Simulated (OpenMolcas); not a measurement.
# Mn2+, Tc2+, Re2+: d5 down the group

- Program: OpenMolcas
- Method: SS-RASPT2, IPEA 0.25 Eh, imaginary shift 0.1 Eh
- Basis: ANO-RCC-VTZP
- Scalar Hamiltonian: DKH2, point nucleus
- Spin-orbit coupling: state interaction with AMFI integrals over the reference wave functions, term energies averaged over their components

Active space for each ion: 5 electrons in 9 orbitals (RAS2 d s; RAS3 p, at most 2 electrons); closed shells correlated by CASPT2: Mn2+ 3s 3p; Tc2+ 4s 4p; Re2+ 5s 5p.

Computed levels in cm-1 above 6S 5/2:

```tsv
Level	Mn2+	Tc2+	Re2+
4G 7/2	27300	20730	18580
4G 11/2	27310	20790	19780
4G 9/2	27310	20840	20210
4D 7/2	32430	24300	22720
4D 1/2	32490	24840	23350
2I 11/2	40180	30770	29040
2I 13/2	40240	31160	31600
2F 7/2(1)	43370	34580	32810
2H 11/2	47650	38070	40780
weight of 6S in the lowest level (%)	100	99	89
```

Mixed levels, with the weight of the term that names them: Re2+ 4G 7/2 (65 %), Re2+ 4D 7/2 (60 %), Re2+ 4D 1/2 (58 %), Re2+ 2I 11/2 (74 %), Re2+ 2F 7/2(1) (57 %), Re2+ 2H 11/2 (64 %).

Measured, with the error of the calculation in %. Measured levels: Mn2+ from Corliss and Sugar, J. Phys. Chem. Ref. Data 6, 1253 (1977); Re2+ from the list in Brasseur, Gamrath and Quinet, At. Data Nucl. Data Tables 157, 101636 (2024).

```
    Level          Mn2+           Re2+
   4G 7/2  26860 (+1.6)  16890 (+10.0)
  4G 11/2                 18020 (+9.8)
   4G 9/2                18346 (+10.2)
   4D 7/2  32307 (+0.4)  20453 (+11.1)
   4D 1/2  32369 (+0.4)               
  2I 11/2  39174 (+2.6)  26170 (+10.9)
  2I 13/2  39176 (+2.7)  28588 (+10.5)
2F 7/2(1)  42606 (+1.8)               
  2H 11/2  46671 (+2.1)
```

Without spin-orbit coupling 4G lies 27300, 20760, 19130 cm-1 above 6S in that order; the difference to the level 4G 7/2, of either sign, comes from spin-orbit coupling, which also lowers the zero.

Term energies are means over components that CASPT2 splits; among the terms shown or strongly mixed into the levels shown the widest spread is 150 cm-1 (5d5 2I, Re2+). Over all roots computed the reference weight is 0.87 to 0.95 in Mn2+; the roots of lowest weight are the least certain, and an intruder state may touch them. Some high roots are left out of the spin-orbit mixing, which shifts the levels that they would mix with. Terms from blocks run as CI alone lack orbitals of their own. Configurations are named by rounded mean occupations; where the s occupation lies near a half they are strongly mixed, a name can repeat and a true partner stay unpaired (holds for Re2+). The CASPT2 spread within a term exceeds the gap to the next term for 5d5 2I and 5d5 2F(1), so the order of their levels is uncertain (holds for Re2+). Computed and measured levels are paired by configuration, term and J; levels that our copy of the source lacks, or whose pairing is in doubt (as where it misses far off the trend of its configuration), stay unpaired and out of the deviations. Levels of configurations outside the active space are missing.

A number in round brackets counts repeated terms of one configuration in the order of the reference energies.
